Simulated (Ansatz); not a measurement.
A single Li atom.

ROHF-CCSD on doublet Li was run in several spherical basis sets with Ansatz (development build ahead of 0.2.0). Frozen core: 0 orbitals.

Task: Rank the basis sets by the total energy that they give, lowest first, with the distance from the lowest.
A. def2-SVP
B. cc-pVDZ
C. 6-31G
D. cc-pV(T+d)Z
E. STO-3G

Result: D (0.00 eV), B (1.13 eV), C (1.16 eV), A (1.26 eV), E (4.31 eV).

Totals follow the description of the cores as much as that of the bonds, so this order isn't one of quality for chemistry.
